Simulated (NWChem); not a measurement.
Species: C$_{2}$H$_{4}$ClFSi; SMILES Cl[Si@@H](F)C=C

```xyz
9

C     -0.6047     2.3963    -0.4633
C     -0.9251     1.3090     0.2484
Si     0.2883    -0.0580     0.5146
F      1.6410     0.3261    -0.2931
Cl    -0.4366    -1.8237    -0.2554
H     -1.3167     3.2124    -0.6287
H      0.3864     2.5134    -0.9145
H     -1.9307     1.2273     0.6800
H      0.6575    -0.3036     1.9290
```
Atoms are numbered in this order, from 1.

Program: NWChem. Structure relaxed at the PBE0/def2-SVP level. Total energies compare along this basis series because the functional is fixed.

```csv
level,basis functions,energy (Ha),highest occupied level (eV),orbital gap (eV),dipole (D),relative time
B3LYP/pcseg-1,98,-928.2223,-8.35,7.05,2.45,4
B3LYP/aug-pcseg-1,159,-928.2344,-8.31,6.94,2.21,20
B3LYP/pcseg-2,214,-928.4090,-8.32,6.96,2.26,20
B3LYP/STO-3G,37,-917.4227,-5.84,8.01,2.69,1
B3LYP/def2-SVP,98,-927.9055,-8.17,7.13,2.08,3
```

The last column is a rough cost ratio, cheapest run = 1.
